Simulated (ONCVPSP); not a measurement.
# Pseudopotential generation for iron: ONCV, LDA (Perdew-Zunger), scalar-relativistic.

ONCVPSP 4.0.1 was run on this input:

```
# ATOM AND REFERENCE CONFIGURATION
# atsym  z   nc   nv     iexc    psfile
  Fe 26.00    3    4        3      upf
#
#   n    l    f
    1    0    2.00
    2    0    2.00
    2    1    6.00
    3    0    2.00
    3    1    6.00
    3    2    6.00
    4    0    1.50
#
# PSEUDOPOTENTIAL AND OPTIMIZATION
# lmax
    2
#
#   l,   rc,      ep,       ncon, nbas, qcut
    0    1.40    0.00    4    8    7.50
    1    0.95    0.00    3    8    9.90
    2    1.50    0.00    4    8   12.30
#
# LOCAL POTENTIAL
# lloc, lpopt,  rc(5),   dvloc0
    4    5    0.85    0.00
#
# VANDERBILT-KLEINMAN-BYLANDER PROJECTORs
# l, nproj, debl
    0    3    4.00
    1    2    1.10
    2    2    1.20
#
# MODEL CORE CHARGE
# icmod, fcfact, rcfact
    0    0.00    0.00
#
# LOG DERIVATIVE ANALYSIS
# epsh1, epsh2, depsh
   -5.00    5.00    0.04
#
# OUTPUT GRID
# rlmax, drl
    6.00    0.01
#
# TEST CONFIGURATIONS
# ncnf
    4
# nvcnf
#   n    l    f
    4
    3    0    2.00
    3    1    6.00
    3    2    6.00
    4    0    2.00
#
    4
    3    0    2.00
    3    1    6.00
    3    2    6.00
    4    0    1.00
#
    4
    3    0    2.00
    3    1    6.00
    3    2    6.00
    4    0    0.00
#
    4
    3    0    2.00
    3    1    6.00
    3    2    4.00
    4    0    0.00
#
```

Command:

```bash
oncvpsp.x < Fe.dat > Fe.out
```

Resulting log (shortened: citation, most of the input echo, consistency checks and plot data are left out):

```
ONCVPSP  (Optimized Norm-Conservinng Vanderbilt PSeudopotential)
scalar-relativistic version 4.0.1

#   n    l    f        energy (Ha)
    1    0    2.00    -2.5678302E+02
    2    0    2.00    -3.0206183E+01
    2    1    6.00    -2.5800202E+01
    3    0    2.00    -3.5875092E+00
    3    1    6.00    -2.3534795E+00
    3    2    6.00    -4.3466387E-01
    4    0    1.50    -3.2861582E-01

Reference configufation results
  iterations    28
  all-electron total energy (Ha)   -1.27005321D+03

Begin loop to  construct optimized pseudo wave functions
and semi-local pseudopoentials for all angular momenta

   Wellstate for l =  0  n =  6
     eigenvalue =   3.6714
     asymptotic potential =   4.1714
     half-point radius =  2.9877

Calculating optimized projector #   1

 for l=   0

    Fraction of norm inside rc  0.955240
    Optimizing pswf for qcut=   7.49 a_B^-1,  ecut=  28.03 Ha
    Residual kinetic energy error=  2.90D-05 Ha

    Energy error per electron        Cutoff
         Ha          eV             Ha
         0.01000     0.27211        8.95
         0.00100     0.02721       18.12
         0.00010     0.00272       24.61
         0.00001     0.00027       59.41

Calculating optimized projector #   2

 for l=   0

    Fraction of norm inside rc  0.053278
    Optimizing pswf for qcut=   7.49 a_B^-1,  ecut=  28.03 Ha
    Residual kinetic energy error=  3.47D-05 Ha

    Energy error per electron        Cutoff
         Ha          eV             Ha
         0.01000     0.27211        7.00
         0.00100     0.02721       15.53
         0.00010     0.00272       24.81
         0.00001     0.00027       46.45

Calculating optimized projector #   3

 for l=   0

    Fraction of norm inside rc  0.079186
    Optimizing pswf for qcut=   7.49 a_B^-1,  ecut=  28.03 Ha
    Residual kinetic energy error=  3.77D-04 Ha

    Energy error per electron        Cutoff
         Ha          eV             Ha
         0.01000     0.27211        9.98
         0.00100     0.02721       24.60
         0.00010     0.00272       35.96
         0.00001     0.00027       80.11

WARNING wellstate: negative energy specified for n= 4 l=  1
WARNING scattering state with energy  0.25000000
WARNING will be used for the first projector

   Wellstate for l =  1  n =  4
     eigenvalue =   0.2500
     asymptotic potential =   0.7500
     half-point radius =  2.5603

Calculating optimized projector #   1

 for l=   1

    Fraction of norm inside rc  0.657522
    Optimizing pswf for qcut=   9.90 a_B^-1,  ecut=  49.02 Ha
    Residual kinetic energy error=  2.74D-05 Ha

    Energy error per electron        Cutoff
         Ha          eV             Ha
         0.01000     0.27211       25.46
         0.00100     0.02721       32.13
         0.00010     0.00272       38.26
         0.00001     0.00027      180.94

Calculating optimized projector #   2

 for l=   1

    Fraction of norm inside rc  0.058042
    Optimizing pswf for qcut=   9.90 a_B^-1,  ecut=  49.02 Ha
    Residual kinetic energy error=  7.81D-06 Ha

    Energy error per electron        Cutoff
         Ha          eV             Ha
         0.01000     0.27211       20.69
         0.00100     0.02721       28.43
         0.00010     0.00272       34.25
         0.00001     0.00027       41.24

   Wellstate for l =  2  n =  4
     eigenvalue =   0.7653
     asymptotic potential =   1.2653
     half-point radius =  2.9619

Calculating optimized projector #   1

 for l=   2

    Fraction of norm inside rc  0.782746
    Optimizing pswf for qcut=  12.30 a_B^-1,  ecut=  75.64 Ha
    Residual kinetic energy error=  2.61D-08 Ha

    Energy error per electron        Cutoff
         Ha          eV             Ha
         0.01000     0.27211       42.16
         0.00100     0.02721       50.94
         0.00010     0.00272       58.09
         0.00001     0.00027       63.92

Calculating optimized projector #   2

 for l=   2

    Fraction of norm inside rc  0.131492
    Optimizing pswf for qcut=  12.30 a_B^-1,  ecut=  75.64 Ha
    Residual kinetic energy error=  4.73D-08 Ha

    Energy error per electron        Cutoff
         Ha          eV             Ha
         0.01000     0.27211       40.40
         0.00100     0.02721       50.39
         0.00010     0.00272       58.40
         0.00001     0.00027       64.89

Construct Vanderbilt / Kleinmman-Bylander projectors

B matrix Hermiticity error, ll=   0
   1   2    3.2400E-04
   1   3    7.4594E-04
   2   3   -1.5241E-04

  Orthonormal projector coefficients  1.7855E+01  5.3642E+00  1.0629E+00

B matrix Hermiticity error, ll=   1
   1   2    3.3478E-04

  Orthonormal projector coefficients  7.1432E+00  1.2501E+00

B matrix Hermiticity error, ll=   2
   1   2    1.3165E-04

  Orthonormal projector coefficients -5.2317E+00 -2.2287E+00

Pseudoatom total energy -122.412932

Diagnostic tests using Vanderbilt-Kleinman-Bylander pseudopotentials
  1 or more projectors used as specified by nproj input data

   l    rcore       rmatch      e in        delta e   norm test  slope test

   0   1.4041599   1.4467932  -3.5875092   0.0000042   1.0001912   1.0001764
   0   1.4041599   1.4467932  -0.3286158   0.0000047   1.0000385   1.0000311
   0   1.4041599   1.4467932   3.6713842   0.0000934   1.0003308   1.0003308

   1   0.9518046   0.9807035  -2.3534795   0.0000214   1.0001722   1.0002574
   1   0.9518046   0.9807035   0.2500000   0.0000457   1.0004088   1.0004088

   2   1.5086633   1.5544696  -0.4346639  -0.0000026   1.0000978   1.0001067
   2   1.5086633   1.5544696   0.7653361   0.0000059   1.0002169   1.0002169

 Testing for bound ghosts
   n   l    E NL Schr. Eq   E Basis Diag.   E Cutoff

   1   0       -3.587505       -3.587504    177.84
   2   0       -0.328611       -0.232413    177.84

   2   1       -2.353458       -2.351296    333.65

   3   2       -0.434666       -0.432566    151.43

 Testing for highly-localized positive-energy ghosts
       l    <radius>/rc     E Basis Diag.   E Cutoff

       0        0.921695       20.756173    177.84  WARNING - GHOST(+)

Test configuration 0

   n   l     f        eae           eps        diff
   1   0  2.0000 -256.78301649
   2   0  2.0000  -30.20618316
   2   1  6.0000  -25.80020192
   3   0  2.0000   -3.58750918   -3.58750497    4.21D-06
   3   1  6.0000   -2.35347953   -2.35345817    2.14D-05
   3   2  6.0000   -0.43466387   -0.43466647   -2.59D-06
   4   0  1.5000   -0.32861582   -0.32861108    4.73D-06

    Total energies and differences
      AE_ref= -1.27005321D+03  AE_tst= -1.27005321D+03  dif=  0.00D+00
      PS_ref= -1.22412932D+02  PS_tst= -1.22412932D+02  dif= -4.26D-13
      PSP excitation error=  4.26D-13

Test configuration 1

   n   l     f        eae           eps        diff
   1   0  2.0000 -256.63121303
   2   0  2.0000  -30.05737953
   2   1  6.0000  -25.65113689
   3   0  2.0000   -3.43648110   -3.43641939    6.17D-05
   3   1  6.0000   -2.20226127   -2.20222404    3.72D-05
   3   2  6.0000   -0.28482437   -0.28469633    1.28D-04
   4   0  2.0000   -0.20171030   -0.20173208   -2.18D-05

    Total energies and differences
      AE_ref= -1.27005321D+03  AE_tst= -1.27018536D+03  dif= -1.32D-01
      PS_ref= -1.22412932D+02  PS_tst= -1.22545097D+02  dif= -1.32D-01
      PSP excitation error=  1.80D-05

Test configuration 2

   n   l     f        eae           eps        diff
   1   0  2.0000 -256.94970593
   2   0  2.0000  -30.36898859
   2   1  6.0000  -25.96334547
   3   0  2.0000   -3.75271627   -3.75284293   -1.27D-04
   3   1  6.0000   -2.51883960   -2.51886707   -2.75D-05
   3   2  6.0000   -0.59796951   -0.59814093   -1.71D-04
   4   0  1.0000   -0.46429260   -0.46424718    4.54D-05

    Total energies and differences
      AE_ref= -1.27005321D+03  AE_tst= -1.26985532D+03  dif=  1.98D-01
      PS_ref= -1.22412932D+02  PS_tst= -1.22215027D+02  dif=  1.98D-01
      PSP excitation error= -6.38D-06

Test configuration 3

   n   l     f        eae           eps        diff
   1   0  2.0000 -257.31997791
   2   0  2.0000  -30.72862613
   2   1  6.0000  -26.32390461
   3   0  2.0000   -4.11774178   -4.11840453   -6.63D-04
   3   1  6.0000   -2.88399541   -2.88427131   -2.76D-04
   3   2  6.0000   -0.95667083   -0.95735944   -6.89D-04

    Total energies and differences
      AE_ref= -1.27005321D+03  AE_tst= -1.26924924D+03  dif=  8.04D-01
      PS_ref= -1.22412932D+02  PS_tst= -1.21609005D+02  dif=  8.04D-01
      PSP excitation error=  4.89D-05

Test configuration 4

   n   l     f        eae           eps        diff
   1   0  2.0000 -258.86836633
   2   0  2.0000  -32.32979559
   2   1  6.0000  -27.92043713
   3   0  2.0000   -5.58438782   -5.58554795   -1.16D-03
   3   1  6.0000   -4.33097656   -4.32675635    4.22D-03
   3   2  4.0000   -2.33942668   -2.32604300    1.34D-02

    Total energies and differences
      AE_ref= -1.27005321D+03  AE_tst= -1.26601871D+03  dif=  4.03D+00
      PS_ref= -1.22412932D+02  PS_tst= -1.18386109D+02  dif=  4.03D+00
      PSP excitation error=  7.68D-03
```

The run took about 5.4 s on one core of a shared server CPU.
